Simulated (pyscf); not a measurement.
`[CH2]1[CH2][SiH2][CH2]1` → `[CH2]=[CH][CH2][SiH3]`, a rearrangement (singlet surface; C–H, C–Si broken, H–Si formed). Structures and frequencies: ωB97X-D3(BJ)/def2-SVP in PySCF. MP2 and CC: frozen core, UHF for open shells. ΔMP2 is the change of the MP2 total energy from the triple- to the quadruple-zeta basis. Energies in eV from the reactant's lowest minimum found.

Small-basis levels: PySCF, no dispersion term, spherical d functions. 

Quick HF/6-31G* single points give ΔE‡ = 4.57 eV and ΔE = +0.06 eV. What does CCSD(T)/def2-TZVPP + ΔMP2(QZVPP) give, and how far is the quick result from it?

CCSD(T)/def2-TZVPP + ΔMP2(QZVPP) gives ΔE‡ = 3.68 eV and ΔE = +0.19 eV. HF/6-31G* lies 0.89 eV over it in the barrier and 0.13 eV under it in the reaction energy, so on this step it does not hold to within 0.13 eV. CCSD(T)/def2-TZVPP + ΔMP2(QZVPP) has limits of its own. At the saddle there is also a short C–Si contact that neither side keeps. H₂C=CH–CH₂–SiH₃ lies 0.38 eV over its isomer H₂C=CH–SiH₂–CH₃ (electronic energy, ωB97M-D3(BJ)/def2-TZVP). This is the saddle that the search found; another between the same sides may lie lower. The CCSD(T) − MP2 part came from Ansatz, without density fitting, on the same reference.
